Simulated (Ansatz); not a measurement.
Isolated molecules relaxed with PBE0-D4/def2-TZVP in Ansatz; ΔE leaves out vibrations. CCSD(T)/CBS adds triple-zeta CCSD(T) − MP2 to the extrapolated MP2 energy (def2 sets, frozen cores). This one scheme is used for every species. DFT in def2-TZVPP. For Se outer-core shells are correlated without core-valence functions, which leaves a few kJ/mol of doubt a bond. Scalar relativity is left out up to krypton. One conformer a species, not always the lowest.

`[SeH]C1O[SiH2]1` + H₂S → `SC1O[SiH2]1` + H₂Se  (substitution at a C–Se bond)

```json
{"level": "PBE0-D4", "ΔE (kJ/mol)": "-3.7"}
{"level": "MP2/def2-TZVPP", "ΔE (kJ/mol)": "2.7"}
```

What does CCSD(T)/CBS give? (An estimate is asked.)

The calculation gave: -0.3 kJ/mol. The listed levels differ from it by -3.4, 3.0 kJ/mol.

Largest T1 diagnostic among the species: 0.015.

In def2-TZVPP, CCSD(T) changes the Hartree–Fock value by +6.9 kJ/mol (the triples alone add +0.6 kJ/mol) and MP2 by +8.0 kJ/mol.
